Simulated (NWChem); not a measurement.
**Total energies of Cl2Sn**

```
Sn
Cl 1 2.4118
Cl 1 2.4118 2 100.13
```
Charge 0, spin multiplicity 1.

Program: NWChem. All single points use one geometry, from PBE/def2-SVP with def2 effective core potentials on Sn, a minimum by its harmonic frequencies.

Basis set: def2-TZVP (124 functions).

| method | total energy (Ha) | relative cost |
|---|---|---|
| RHF | -1132.49536 | 1 |
| MP2 | -1133.16374 | under 3 |
| B2PLYP | -1134.37838 | 3 |
| PBE | -1134.47289 | under 3 |
| B3LYP | -1134.95095 | under 3 |
| r2SCAN | -1134.86582 | under 3 |

Total energies of different functionals aren't comparable as a measure of quality: only differences taken within one method are. The cost column gives rough processor time relative to RHF; each entry includes its own SCF.

Effective core potentials replace the inner electrons of Sn; spin-orbit coupling is left out. The correlated methods keep 14 core orbitals frozen. B3LYP has NWChem's definition, with VWN1-RPA local correlation. The structure started from a generated list of species.
